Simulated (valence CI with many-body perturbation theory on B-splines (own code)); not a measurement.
## I XL: calculated level list

Level of theory: valence CI with perturbative core correlation (CI+MBPT): four valence electrons over a frozen Dirac-Fock core [Ne], radial functions for each j: 11 s, 11 p, 9 d, 7 f, 5 g, 2 h, 1 i, with the one-electron correlation potential Σ1 (screened to all orders), the two-electron term Σ2, the three-electron term Σ3, Breit, model QED; selected single and double excitations, second order for the rest (own B-spline code, finite nucleus).

The last digits are not significant, and no measured levels were compared; by estimate large intervals hold to a few tenths of a per cent, small ones and those within an open d or f shell to about a per cent.

Levels 46 to 64 of 64, with energies above the lowest level, (3s^2 3p1/2^2) J=0. "Leading %" is the weight of the configuration and term that name the level; weights of strongly mixed levels are sums over their largest components and can fall short. In the jj column 3d3/2^4 stands for four electrons in 3d with j = 3/2. Lifetimes count E1, E2, E3, M1 and M2 decay at the calculated energies, and are blank where another channel may lead or the interval is too uncertain; long ones can be off by a factor of two.

```
No.  Configuration  Term  J  E (× 10³ cm⁻¹)  Leading %  Lifetime                   Leading jj
 46        3s3p²3d    ³P  1          3225.5         32   7.53 ps  3s 3p1/2 3p3/2 3d5/2 (68 %)
 47        3s3p²3d    ³G  3          3253.4         56   4.77 ps  3s 3p1/2 3p3/2 3d3/2 (95 %)
 48        3s3p²3d    ⁵D  3          3271.0         32   9.37 ps  3s 3p1/2 3p3/2 3d5/2 (77 %)
 49        3s3p²3d    ³D  1          3291.2         48   3.18 ps  3s 3p1/2 3p3/2 3d3/2 (72 %)
 50        3s3p²3d    ¹D  2          3328.9         26   5.07 ps  3s 3p1/2 3p3/2 3d5/2 (65 %)
 51        3s3p²3d    ¹G  4          3343.8         47   15.7 ps  3s 3p1/2 3p3/2 3d5/2 (72 %)
 52        3s3p²3d    ³D  3          3356.0         54   4.02 ps  3s 3p1/2 3p3/2 3d5/2 (65 %)
 53        3s3p²3d    ³D  1          3375.7         52   1.78 ps  3s 3p1/2 3p3/2 3d3/2 (84 %)
 54        3s3p²3d    ³P  0          3390.5         78   3.22 ps  3s 3p1/2 3p3/2 3d3/2 (56 %)
 55        3s3p²3d    ³G  4          3411.2         51   6.46 ps  3s 3p1/2 3p3/2 3d5/2 (87 %)
 56        3s3p²3d    ³D  3          3411.8         32   4.77 ps  3s 3p1/2 3p3/2 3d5/2 (85 %)
 57        3s3p²3d    ³F  2          3423.4         37   1.80 ps  3s 3p1/2 3p3/2 3d3/2 (71 %)
 58        3s3p²3d    ³D  1          3428.3         63   7.67 ps  3s 3p1/2 3p3/2 3d5/2 (86 %)
 59        3s3p²3d    ³P  1          3495.0         37   4.64 ps  3s 3p1/2 3p3/2 3d5/2 (85 %)
 60        3s3p²3d    ³F  3          3505.7         36   3.19 ps  3s 3p1/2 3p3/2 3d5/2 (78 %)
 61        3s3p²3d    ³D  2          3506.6         31   4.22 ps  3s 3p1/2 3p3/2 3d5/2 (76 %)
 62        3s3p²3d    ³P  0          3522.7         44   2.78 ps  3s 3p1/2 3p3/2 3d5/2 (50 %)
 63        3s3p²3d    ³D  2          3554.4         40   2.22 ps  3s 3p1/2 3p3/2 3d5/2 (76 %)
 64            3p⁴    ¹D  2          3622.2         35   2.81 ps         3p1/2 3p3/2^3 (39 %)
```
